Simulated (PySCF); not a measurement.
Molecular orbitals of InSi⁺

r²SCAN at R = 3.099 Å; PySCF, spin-free X2C with a Gaussian nucleus, basis sets In x2c-SVPall, Si x2c-SVPall. State: ³Π (triplet), unpaired electrons σ ↑, π ↑. Only the outer orbitals are listed, counted within each symmetry.

```json
{"spin": "α", "orbital": "13σ", "occ.": "1", "ε (eV)": "-17.31", "on In (%)": "11", "main shells (%)": "88 Si s"}
{"spin": "α", "orbital": "14σ", "occ.": "1", "ε (eV)": "-14.26", "on In (%)": "83", "main shells (%)": "83 In s, 9 Si s"}
{"spin": "α", "orbital": "15σ", "occ.": "1", "ε (eV)": "-10.45", "on In (%)": "32", "main shells (%)": "67 Si p, 24 In p"}
{"spin": "α", "orbital": "7π", "occ.": "1", "ε (eV)": "-10.14", "on In (%)": "7", "main shells (%)": "93 Si p"}
{"spin": "α", "orbital": "7π", "occ.": "0", "ε (eV)": "-9.37", "on In (%)": "12", "main shells (%)": "88 Si p, 11 In p"}
{"spin": "α", "orbital": "8π", "occ.": "0", "ε (eV)": "-7.33", "on In (%)": "93", "main shells (%)": "93 In p"}
{"spin": "α", "orbital": "8π", "occ.": "0", "ε (eV)": "-7.25", "on In (%)": "89", "main shells (%)": "88 In p, 11 Si p"}
{"spin": "β", "orbital": "13σ", "occ.": "1", "ε (eV)": "-15.74", "on In (%)": "22", "main shells (%)": "76 Si s, 19 In s"}
{"spin": "β", "orbital": "14σ", "occ.": "1", "ε (eV)": "-13.63", "on In (%)": "77", "main shells (%)": "77 In s, 22 Si s"}
{"spin": "β", "orbital": "7π", "occ.": "0", "ε (eV)": "-8.83", "on In (%)": "14", "main shells (%)": "86 Si p, 13 In p"}
{"spin": "β", "orbital": "15σ", "occ.": "0", "ε (eV)": "-8.45", "on In (%)": "42", "main shells (%)": "56 Si p, 37 In p"}
{"spin": "β", "orbital": "7π", "occ.": "0", "ε (eV)": "-7.82", "on In (%)": "43", "main shells (%)": "56 Si p, 42 In p"}
```

**Question.** Which are the highest filled and the lowest empty level, where do they sit, and how wide is the gap?

**Answer.** Highest filled α 7π at -10.14 eV (in %: 93 Si p); lowest empty α 7π at -9.37 eV (in %: 88 Si p, 11 In p); the gap at r²SCAN is 0.77 eV. Both belong to one degenerate shell, split only by its one-sided filling, so this is no excitation gap.

- bond order (Mayer): 0.62
- ⟨S²⟩: 2.011
- charge on In (Mulliken, basis-dependent): 0.68
- charge on In (Löwdin, basis-dependent): 0.59
- dipole moment (positive dipole points towards Si; it is taken about the centre of mass and depends on that origin): 2.01 D

Spin–orbit coupling is left out. The state was picked by a PBE0 search and need not be the measured ground state.
